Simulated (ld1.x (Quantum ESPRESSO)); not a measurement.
# Transferability test, TM potential for Rb (Z = 37)

```
Element                 : rubidium (Rb)
Generator               : ld1.x (Quantum ESPRESSO) 7.5
Type                    : norm-conserving Troullier–Martins (Kleinman–Bylander form)
Functional              : LDA (PZ)
Relativity              : scalar-relativistic
Frozen core             : [Ar] 3d10
Valence charge          : 9
Reference configuration : 4s2 4p6 5s1 5p0
Partial waves           : 4s (bound): rc 2.46 bohr; 4p (bound): rc 1.65 bohr; 4f channel at -0.2 Ry: rc 1.90 bohr; 4d channel at 0.05 Ry: rc 2.30 bohr
Local potential         : the d channel
Core correction         : none
```

Occupied shells without a wave of their own: 5s. They enter only through the test configuration that unscreens the potential.

Energies are relative to the spin-unpolarised reference configuration 4s2 4p6 5s1 5p0; without spin polarisation the order of configurations can differ from experiment. Spin-polarised rows fill each open shell by Hund’s rule, majority spin first.

```csv
valence configuration,charge,ΔE all-electron (eV),error AE − PS (meV)
4s2 4p6 5s0 5p0,+1,4.277,-129
4s2 4p6 5s0.5 5p0,+0.5,1.659,-49
4s2 4p6 5s0 5p1,0,1.620,-92
4s2 4p5 5s1 5p0,+1,21.238,+54
4s2 4p6 5s1 5p0 (spin-polarised),0,-0.125,+1.0
4s2 4p6 5s0.5 5p0 (spin-polarised),+0.5,1.616,-49
```

(1) What are ΔE and the potential's error for 4s1 4p6 5s1 5p0?

## Answers

(1) ΔE = 37.836 eV all-electron; the error (AE − PS) is -64 meV.
